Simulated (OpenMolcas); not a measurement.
## S IV: the spin-orbit constant, worked from levels

```yaml
Program: OpenMolcas 26.06
Basis: ANO-R1 [4s3p1d]
Scalar_Hamiltonian: X2C, finite nucleus
Active_space: 3 electrons in 4 orbitals (3s 3p)
State_averaging: 2S+1 = 4 odd, 1 root (0 in the spin-orbit step); 2S+1 = 2 odd, 3 roots; 2S+1 = 4 even, 3 roots; 2S+1 = 2 even, 9 roots
Spin-orbit_coupling: state interaction with AMFI integrals over the reference wave functions, term energies averaged over their components
```

Methods: CASSCF; SS-CASPT2, IPEA 0.25 Eh, imaginary shift 0.1 Eh (closed shells correlated: 2s 2p). Measured levels: NIST levels in Podobedova, Kelleher and Wiese, J. Phys. Chem. Ref. Data 38, 171 (2009).

**The spin-orbit constant.** For the Hund term ²P° of p1, E(J) = (A/2) J(J+1) + constant and ζ = 2S·A = A. From J = 1/2 to J = 3/2 the energy changes by 1.5 A.

| Source | E(3/2) - E(1/2) | A | ζ |
| --- | --- | --- | --- |
| CASSCF | 929.8 | 619.9 | 620 |
| SS-CASPT2 | 929.8 | 619.9 | 620 |
| measured | 951.4 | 634.3 | 634 |

All in cm-1. SS-CASPT2 is off by -2.3 % and CASSCF by -2.3 %. Both methods take the spin-orbit matrix elements from the reference wave functions, so the second can move ζ only through the term energies and any multistate remixing.

Over all roots computed the reference weight is 0.93 to 0.99 in SS-CASPT2; the roots of lowest weight are the least certain, and an intruder state may touch them. The basis is small and was not contracted for so high a charge. Computed and measured levels are paired by configuration, term and J; levels that our copy of the source lacks, or whose pairing is in doubt (as where it misses far off the trend of its configuration), stay unpaired and out of the deviations. Only configurations of the active space appear.

° marks odd parity.
